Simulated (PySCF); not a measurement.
Spectra and structures to be paired. Computed, not measured: PySCF 2.14.0, density-fitted response routines, TDDFT CAM-B3LYP/def2-SVPD, vertical, gas phase, core orbitals frozen in the response. Geometries: GFN2-xTB; one conformer of each isolated species. Triplets are in the Tamm–Dancoff approximation.

A. `C#CC1=C(F)N(C)CC1`
B. `CNc1ccc(F)cc1`
C. `CO[Si](F)(CF)OC`
D. `CCC1=CN(C)C=N1`
E. `C1COC[C@@H](F)C=1`

Lowest singlet levels (six at most, fewer where fewer were computed) with oscillator strengths:

1. 4.92 eV (f 0.288); 5.24 eV (f 0.115); 5.43 eV (f 0.051); 5.93 eV (f 0.002); 6.04 eV (f 0.023); 6.14 eV (f 0.000); T1 3.22 eV
2. 4.60 eV (f 0.053); 5.38 eV (f 0.003); 5.57 eV (f 0.194); 6.06 eV (f 0.010); 6.37 eV (f 0.001); 6.58 eV (f 0.003); T1 3.64 eV
3. 7.70 eV (f 0.019); 8.14 eV (f 0.007); 8.40 eV (f 0.003); 8.55 eV (f 0.031); 8.79 eV (f 0.001); 8.84 eV (f 0.017); T1 7.24 eV
4. 6.70 eV (f 0.010); 7.11 eV (f 0.210); 7.30 eV (f 0.079); 7.46 eV (f 0.007); 7.92 eV (f 0.013); 8.19 eV (f 0.007); T1 4.40 eV
5. 6.08 eV (f 0.007); 6.28 eV (f 0.122); 6.68 eV (f 0.003); 6.77 eV (f 0.038); 6.97 eV (f 0.009); 7.19 eV (f 0.011); T1 4.44 eV

Problem. Which spectrum belongs to which structure?

Solution. 1 = A, 2 = B, 3 = C, 4 = E, 5 = D.
- A: S1 at 4.92 eV, HOMO→LUMO (90%); Löwdin shares by element: HOMO carbon 48% or more, nitrogen 22% (atoms not listed hold the other 30%); LUMO carbon 51% or more (atoms not listed hold the other 49%); HOMO -6.74 and LUMO 0.90 eV.
- B: S1 at 4.60 eV, HOMO→LUMO (93%); Löwdin shares by element: HOMO carbon 36% or more, nitrogen 27% (atoms not listed hold the other 37%); LUMO carbon 70% or more (atoms not listed hold the other 30%); HOMO -6.94 and LUMO 0.70 eV.
- C: S1 at 7.70 eV, HOMO→LUMO (60%), HOMO→LUMO+1 (18%); Löwdin shares by element: HOMO oxygen 32% or more, carbon 16% or more, fluorine 12% or more, silicon 9% (atoms not listed hold the other 31%); LUMO carbon 30%, silicon 27% (atoms not listed hold the other 43%); HOMO -9.95 and LUMO 0.97 eV.
- D: S1 at 6.08 eV, HOMO→LUMO (89%); Löwdin shares by element: HOMO carbon 68% or more, nitrogen 11% or more (atoms not listed hold the other 20%); LUMO carbon 35% or more, hydrogen 31% or more (atoms not listed hold the other 34%); HOMO -7.59 and LUMO 1.15 eV.
- E: S1 at 6.70 eV, HOMO-1→LUMO (79%), HOMO→LUMO (13%); Löwdin shares by element: HOMO carbon 77% or more (atoms not listed hold the other 23%); LUMO carbon 69% or more (atoms not listed hold the other 31%); HOMO -9.04 and LUMO 0.94 eV.
